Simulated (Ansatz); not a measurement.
Computed with Ansatz on PBE0-D4/def2-TZVP structures; ΔE is electronic, products minus reactants. CCSD(T)/CBS adds triple-zeta CCSD(T) − MP2 to the extrapolated MP2 energy (def2 sets, frozen cores). Functionals use def2-TZVPP. B3LYP here is the variant with VWN-RPA as its local correlation; programs differ in this. Elements past krypton have def2 core potentials. For Se, Ti, Y outer-core shells are correlated without core-valence functions, which leaves a few kJ/mol of doubt a bond. Scalar relativity is left out up to krypton. One conformer a species, not always the lowest.

Reaction (redistribution): `[NH2][Y]([F])[Cl]` + `[F][Ti]([F])([F])[SeH]` → `[NH2][Y]([F])[F]` + `[F][Ti]([F])([Cl])[SeH]`

`[NH2][Y]([F])[Cl]`:

```xyz
6

N     0.551   -0.117    1.060
Y    -0.430   -0.024   -0.814
F    -0.970   -1.777   -1.587
Cl   -0.815    2.197   -1.854
H     0.894    0.670    1.600
H     0.769   -0.949    1.594
```

`[F][Ti]([F])([F])[SeH]`:

Z-matrix (Å, degrees):
```
Ti
F 1 1.737
F 1 1.744 2 112.2
F 1 1.744 2 112.3 3 121.9
Se 1 2.410 2 105.0 3 -119.0
H 5 1.474 1 88.5 2 -179.6
```

`[NH2][Y]([F])[F]`:

Cartesian coordinates in Å:
```
N -1.119 0.358 0.081
Y 0.908 -0.290 -0.064
F 1.474 -1.869 1.036
F 2.132 0.716 -1.296
H -1.547 1.133 -0.412
H -1.848 -0.049 0.655
```

`[F][Ti]([F])([Cl])[SeH]`:

Cartesian coordinates in Å:
```
F -0.937 -0.795 -1.384
Ti -0.560 0.054 0.086
F -1.591 1.419 0.377
Cl -0.642 -1.346 1.756
Se 1.653 0.967 -0.106
H 2.077 -0.299 -0.729
```

| level | ΔE (kJ/mol) |
| --- | --- |
| r2SCAN-D4 | 24.1 |
| B3LYP-D4 | 19.4 |
| ωB97M-V | 27.1 |
| CAM-B3LYP | 27.2 |
| MP2/def2-SVP | 20.9 |
| CCSD(T)/def2-SVP | 24.4 |
| CCSD(T)/def2-TZVPP | 25.1 |
| HF/CBS(def2) | 44.3 |

Q: What does CCSD(T)/CBS give? (An estimate is asked.)

A: Ansatz gave: +17.4 kJ/mol. The listed levels differ from it by 6.7, 2.0, 9.7, 9.8, 3.5, 7.0, 7.7, 26.9 kJ/mol.

Largest T1 diagnostic among the species: 0.024, so the coupled-cluster value is less sure than usual.

From PBE to PBE0 (25 % exact exchange), in def2-TZVPP and without D4, ΔE moves by +5.7 kJ/mol. In def2-TZVPP, CCSD(T) changes the Hartree–Fock value by −22.5 kJ/mol (the triples alone add −7.0 kJ/mol) and MP2 by −31.1 kJ/mol.
